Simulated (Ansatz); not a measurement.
A nudged elastic band was laid between two geometries of CH5Ga + FH (9 atoms, charge 0, multiplicity 1).

All numbers below come from RKS PBE0-D4/def2-SVPD in Ansatz 0.2.0.

```json
{
 "movable images": "7",
 "climbing image": "yes",
 "spring": "5.0 eV/Å²",
 "optimiser": "quadratic models (default)",
 "start path": "through a guess of the saddle point",
 "force threshold": "0.03 eV/Å",
 "iteration limit": "60",
 "end points": "relaxed"
}
```

Initial state:

```xyz
9
Properties=species:S:1:pos:R:3
Ga 0.002 0.073 0.242
C 0.020 0.236 2.217
H -0.929 -0.080 2.679
H 0.849 -0.317 2.687
H 0.160 1.294 2.491
H 1.368 -0.028 -0.529
H -1.339 0.298 -0.545
F -0.280 -2.285 0.545
H -0.284 -2.365 1.468
```

Final state:

```xyz
9
Properties=species:S:1:pos:R:3
Ga -0.053 -0.419 -0.362
C -0.034 -0.191 2.554
H -0.951 -0.004 3.124
H 0.826 -0.281 3.228
H 0.143 0.671 1.892
H 1.424 0.040 -0.517
H -1.408 0.336 -0.481
F -0.234 -2.184 -0.192
H -0.146 -1.141 2.008
```

Problem. Which bonds break or form, and what moves?

Solution. Bonds broken: Ga1–C2, F8–H9. Bonds formed: Ga1–F8, C2–H9. CH5Ga + FH becomes CH4 + FGaH2.

Problem. What energy profile does the band end with?

Solution. The forces met the threshold. The highest image is number 4 of 0 to 8, 0.36 eV above the first end and 1.37 eV above the last; the last end lies 1.01 eV below the first. A vibrational analysis at the climbing image gives one clearly imaginary mode, 956i cm⁻¹: a first-order saddle point. The orbitals stay closed-shell, which can raise the energy where a bond breaks towards radicals; this wasn't checked here.

| image | path coordinate (Å) | energy (eV) | Ga1–C2 (Å) | F8–H9 (Å) | Ga1–F8 (Å) |
| --- | --- | --- | --- | --- | --- |
| 0 | 0.00 | 0.00 | 1.98 | 0.93 | 2.39 |
| 1 | 0.35 | 0.01 | 1.99 | 0.93 | 2.39 |
| 2 | 0.70 | 0.04 | 2.00 | 0.94 | 2.36 |
| 3 | 1.05 | 0.17 | 2.04 | 0.97 | 2.24 |
| 4 | 1.40 | 0.36 | 2.13 | 1.13 | 2.07 |
| 5 | 1.78 | -0.18 | 2.29 | 1.48 | 1.92 |
| 6 | 2.16 | -0.77 | 2.52 | 1.81 | 1.82 |
| 7 | 2.54 | -0.97 | 2.74 | 2.12 | 1.79 |
| 8 | 2.91 | -1.01 | 2.92 | 2.44 | 1.78 |

Problem. What is the geometry of the highest image?

Solution. 
```xyz
9
Properties=species:S:1:pos:R:3
Ga -0.029 -0.141 0.093
C -0.043 -0.124 2.226
H -1.000 -0.179 2.763
H 0.766 -0.518 2.859
H 0.191 0.954 2.136
H 1.405 0.045 -0.479
H -1.407 0.295 -0.482
F -0.190 -2.129 0.650
H -0.127 -1.378 1.488
```

Problem. What are the harmonic wavenumbers there?

Solution. 956i, 22, 321, 375, 414, 446, 553, 640, 682, 730, 846, 1048, 1234, 1428, 1434, 1781, 2027, 2037, 3024, 3110, 3173 cm⁻¹.

The band took 7 iterations and of the order of 7 core-minutes.

Run time: 100 s on 4 threads of Arm Neoverse V1, on a shared host, peak memory 0.32 GiB.
